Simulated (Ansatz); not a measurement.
AlB2H5O, SMILES `B[O][AlH][BH2]` from Hartree–Fock to CCSD(T)

```xyz
9

B    -0.9644   -1.9948    0.3302
O    -0.3060   -0.8486    0.4888
Al    0.5296    0.6119    0.6746
B     0.6825    1.8626   -1.0314
H    -2.1526   -2.0322    0.5287
H    -0.3667   -2.9831   -0.0140
H     1.1154    0.8915    2.1211
H    -0.1321    2.7031   -1.2915
H     1.5942    1.7894   -1.8065
```

Total charge 0; spin multiplicity 1. All single points use the PBE0-D4/def2-TZVP geometry. It is one conformer, not always the lowest. Frozen core, restricted reference, Ansatz. CBS rows extrapolate triple and quadruple zeta; past MP2 they add the triple-zeta difference.

| basis | HF (Eh) | MP2 corr. | CCSD corr. | (T) | CCSD(T) total |
| --- | --- | --- | --- | --- | --- |
| def2-SVP | -368.93190 | ? | -0.45346 | ? | ? |
| def2-TZVPP | -369.16698 | -0.50690 | ? | -0.01800 | ? |
| def2-QZVPP | -369.18078 | ? | – | – | – |
| CBS(def2) | -369.18268 | -0.57243 | -0.61572 | as TZ | -369.81640 |

Fill in the withheld values. (Best estimate.)

The calculation gave: def2-SVP MP2 corr.: -0.40577; def2-SVP (T): -0.01039; def2-SVP CCSD(T) total: -369.39575; def2-TZVPP CCSD corr.: -0.55019; def2-TZVPP CCSD(T) total: -369.73517; def2-QZVPP MP2 corr.: -0.54455.
